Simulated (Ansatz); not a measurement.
```xyz
4

C     0.0098    0.0001   -1.0238
S    -0.0042    0.0088    0.5869
H    -0.0091   -0.9333   -1.6151
H     0.0054    0.9237   -1.6186
```

Basis set: 6-31G* (spherical functions). Frozen core: 6 orbitals. Charge 0, multiplicity 1.

Computed with Ansatz (development build ahead of 0.2.0); each method stands on the lowest determinant of its kind that the runs found. Restricted open shells among the atoms or ions are ROHF, correlated in semicanonical orbitals with singles.

(1) Give the atomization energy at this shape (free ground-state atoms in the same class of orbitals less the molecule, no zero-point energy) of singlet CH2S by RHF-MP2, RHF.

Answers

(1)

| method | atomization energy |
| --- | --- |
| RHF-MP2 | 296.07 kcal/mol |
| RHF | 225.65 kcal/mol |
